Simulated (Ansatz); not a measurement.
Cost and result for the atomization energy of `[CH]=C[Si](F)(Cl)Cl` radical (8 atoms, 7 bonds).

Total charge 0; spin multiplicity 2. Geometry: relaxed with PBE0-D4/def2-TZVP. It is one conformer, not always the lowest. Program: Ansatz. Hardware: A = 2 threads of a server CPU on a shared host; B = 2 threads of an AMD EPYC 7R13 on a shared host and a share of an NVIDIA H100 80 GB. Times are those of one run each, without the atoms' runs, and a repeat can differ threefold. Electronic energies, without spin–orbit coupling; frozen cores. CCSD(T)/CBS adds CCSD(T) − MP2 in def2-TZVPP to the MP2 limit, and its time is that of the two runs behind it. T1 = 0.025; ⟨S²⟩ of the reference is 0.92. B3LYP takes the VWN-RPA correlation (the form of Gaussian; ORCA's B3LYP/G).

CCSD(T)/CBS is a level of theory with its own doubt, some kJ/mol a heavy atom from the limit and from the frozen cores, so smaller differences don't rank the functionals.

```
                                level  functions  wall time  atomization (kJ/mol)  difference from CCSD(T)/CBS  per bond
           LDA (SPW92)/def2-TZVPP [A]        247        6 s                3636.2                        484.9      69.3
  PBE-D4/def2-TZVPP (with forces) [A]        247       11 s                3243.2                         91.9      13.1
                 CCSD(T)/def2-SVP [B]        106       12 s                2921.4                       -229.9     -32.8
             revPBE-D4/def2-TZVPP [A]        247       12 s                3154.0                          2.7       0.4
                   MP2/def2-QZVPP [B]        441       14 s                3206.9                         55.6       7.9
               CCSD(T)/def2-TZVPP [B]        247       17 s                3052.7                        -98.6     -14.1
                B2PLYP/def2-TZVPP [A]        247       23 s                3107.2                        -44.1      -6.3
               PBE0-D4/def2-TZVPP [A]        247       25 s                3177.1                         25.8       3.7
          CAM-B3LYP-D4/def2-TZVPP [A]        247       26 s                3145.6                         -5.7      -0.8
B3LYP-D4/def2-TZVPP (with forces) [A]        247       27 s                3130.6                        -20.7      -3.0
                    CCSD(T)/CBS(def2)          –       31 s                3151.3                          0.0       0.0
            r2SCANh-D4/def2-TZVPP [A]        247       36 s                3169.3                         18.0       2.6
               ωB97X-V/def2-TZVPP [A]        247       39 s                3158.5                          7.2       1.0
```

From PBE to PBE0 (25 % exact exchange), in def2-TZVPP and without D4, the atomization energy moves by −62.3 kJ/mol: exact exchange takes away binding that semilocal exchange gives to molecules. At CCSD(T), def2-SVP lies −229.9 kJ/mol from the extrapolated value and def2-TZVPP −98.7 kJ/mol: correlation converges slowly with the basis, and small sets miss more of it in the bonded molecule than in its fragments. In def2-TZVPP, CCSD(T) changes the Hartree–Fock value by +703.3 kJ/mol (the triples alone add +61.2 kJ/mol) and MP2 by +798.5 kJ/mol; breaking electron pairs costs correlation energy, which Hartree–Fock lacks.
